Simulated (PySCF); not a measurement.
Species: C2H11NSi2.
SMILES: `C(C[SiH3])[SiH2]N`

Theory: PySCF, TDDFT CAM-B3LYP/def2-SVPD, vertical, gas phase, core orbitals frozen in the response. The structure is a single GFN2-xTB conformer in the gas phase; no vibrational or solvent corrections. Torsions of this conformer, `[NH2:1][SiH2:2][CH2:3][CH2:4][SiH3:5]`: N1–Si2–C3–C4 -167°, Si2–C3–C4–Si5 -69°, H–N1–Si2–C3 47°, H–N1–Si2–C3 -175°.

Each state is given a Gaussian of 0.5 eV full width at half maximum, with ε(max) = 2.175×10⁸ f / Δν̃ (Δν̃ the width in cm⁻¹). The cross-section is σ = 3.8235×10⁻²¹ ε cm², given in Mb (10⁻¹⁸ cm²). The width is an assumption, not a result. The curve ends short of the highest state used, and states not computed would add to its high-energy end.

| E (eV) | σ (Mb) |
| --- | --- |
| 5.62 | 0.01 |
| 5.68 | 0.02 |
| 5.74 | 0.04 |
| 5.81 | 0.11 |
| 5.87 | 0.22 |
| 5.93 | 0.41 |
| 6.00 | 0.76 |
| 6.06 | 1.20 |
| 6.12 | 1.73 |
| 6.18 | 2.32 |
| 6.25 | 2.94 |
| 6.31 | 3.31 |
| 6.37 | 3.44 |
| 6.44 | 3.25 |
| 6.50 | 2.84 |
| 6.56 | 2.29 |
| 6.63 | 1.63 |
| 6.69 | 1.14 |
| 6.75 | 0.77 |
| 6.81 | 0.57 |
| 6.88 | 0.50 |
| 6.94 | 0.59 |
| 7.00 | 0.76 |
| 7.07 | 1.04 |
| 7.13 | 1.31 |
| 7.19 | 1.59 |
| 7.26 | 1.97 |
| 7.32 | 2.37 |
| 7.38 | 2.92 |
| 7.44 | 3.66 |
| 7.51 | 4.82 |
| 7.57 | 6.02 |
| 7.63 | 7.33 |
| 7.70 | 8.84 |
| 7.76 | 9.95 |
| 7.82 | 10.79 |

Question: Locate the maxima and give the states behind the curve.

Answer: 195 nm (6.37 eV), ε about 900, made up of S1 (100%) (ε in L mol⁻¹ cm⁻¹; maxima over ε = 5, shares over 10%). At its high-energy end, 7.82 eV, the curve is still rising (ε about 2800, from S3, S4, S5 and S7). The states used: S1 6.37 eV (f 0.017); S2 7.24 eV (f 0.0062); S3 7.66 eV (f 0.017); S4 7.87 eV (f 0.017); S5 7.90 eV (f 0.017); S6 7.97 eV (f 0.0008); S7 8.20 eV (f 0.028); S8 8.42 eV (f 0.011).

Question: On this curve, what absorbance would a 10⁻⁵ mol/L sample give at 193 nm over a 1 cm path?

Answer: 193 nm is 6.424 eV, where ε is about 870 L mol⁻¹ cm⁻¹, so A = ε c l ≈ 0.0087 (Beer–Lambert, with the gas-phase spectrum and the assumed width).

Question: What would ε be at 6.37 eV, the highest of these maxima, with half the width (0.25 eV)?

Answer: About 1800 L mol⁻¹ cm⁻¹ against 899, a factor of about 2.00; a lone state at its own centre would give exactly 2.

Question: Coming from long wavelengths, where does ε first pass 100 L mol⁻¹ cm⁻¹?

Answer: At about 209 nm (5.92 eV), 0.44 eV below S1.

On one thread of an Intel Xeon at 2.70 GHz, shared host with 64 logical CPUs at a one-minute load of 62, this took 47 s of wall time and 0.90 GiB of memory at its peak.
